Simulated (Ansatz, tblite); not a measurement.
Removing and adding an electron: GeO3H2. Charge 0, multiplicity 1. Geometry: PBE-D4/def2-SVP. Ansatz, gas phase; energy differences of separate SCF runs; the oxidised species was run as a doublet alone; the reduced species was run as a doublet alone.

```xyz
6

Ge    0.075    0.246    0.377
O     1.095    0.171   -1.068
O    -1.703    0.022    0.198
O    -0.888   -1.204    0.838
H     0.702   -0.435   -1.728
H     0.720    1.201    1.383
```

The xTB rows come from tblite. The structure comes from a short search, and lower isomers may exist.

```csv
level,−HOMO (eV),vertical IE (eV),−LUMO (eV),vertical EA (eV),HOMO–LUMO gap (eV),IE − EA (eV),remarks
GFN1-xTB,13.11,17.17,8.05,4.11,5.06,13.07,–
PBE-D4/def2-TZVPD,5.94,–,3.03,0.05,2.91,–,"HOMO above zero (-1 doublet), restricted SCF unstable in HF (singlet)"
PBE0-D4/def2-TZVP,7.67,10.21,1.51,–,6.16,–,restricted SCF unstable in HF (singlet)
PBE0-D4/def2-TZVPD,7.73,–,1.67,-0.11,6.06,–,"HOMO above zero (-1 doublet), restricted SCF unstable in HF (singlet)"
```

Question: Estimate the rows for GFN2-xTB, PBE-D4/def2-TZVP, r2SCAN-D4/def2-TZVP, r2SCAN-D4/def2-TZVPD.

Answer: 
| level | −HOMO (eV) | vertical IE (eV) | −LUMO (eV) | vertical EA (eV) | HOMO–LUMO gap (eV) | IE − EA (eV) | remarks |
| --- | --- | --- | --- | --- | --- | --- | --- |
| GFN2-xTB | 12.40 | 16.35 | 7.59 | 3.70 | 4.80 | 12.64 | – |
| PBE-D4/def2-TZVP | 5.83 | 9.90 | 2.89 | – | 2.94 | – | restricted SCF unstable in HF (singlet) |
| r2SCAN-D4/def2-TZVP | 6.22 | 10.04 | 2.60 | – | 3.62 | – | restricted SCF unstable in HF (singlet) |
| r2SCAN-D4/def2-TZVPD | 6.28 | – | 2.70 | 0.00 | 3.59 | – | HOMO above zero (-1 doublet), restricted SCF unstable in HF (singlet) |

   A HOMO above zero means that the electron is unbound at that level or that self-interaction error raises the level; the energy of removing that electron tells which. Raw xTB energy differences between charge states are shifted by several eV; the methods need an empirical correction for them. A negative affinity means that the extra electron isn't bound; its size then hangs on the basis.
